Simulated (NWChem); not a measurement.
**Correlation energy of silanone (H2OSi)**

```
Si
O 1 1.5320
H 1 1.4919 2 124.10
H 1 1.4919 3 111.80 2 180.00
```
Charge 0, spin multiplicity 1.

All runs are NWChem calculations. The geometry was optimised at PBE0/def2-SVP, a minimum by its harmonic frequencies.

Basis set: 3-21G. Each correlation energy counts from its own Hartree-Fock reference.

The correlated methods keep 6 core orbitals frozen. Coupled-cluster values serve here as a point of comparison, not as the truth.

Task: For the correlation energy, SCS-MP2 gives -198.0 mHa and CCSD(T) gives -213.7 mHa. What do CR-CCSD(T), MP2 give?

Result: CR-CCSD(T): -212.1 mHa; MP2: -200.0 mHa.
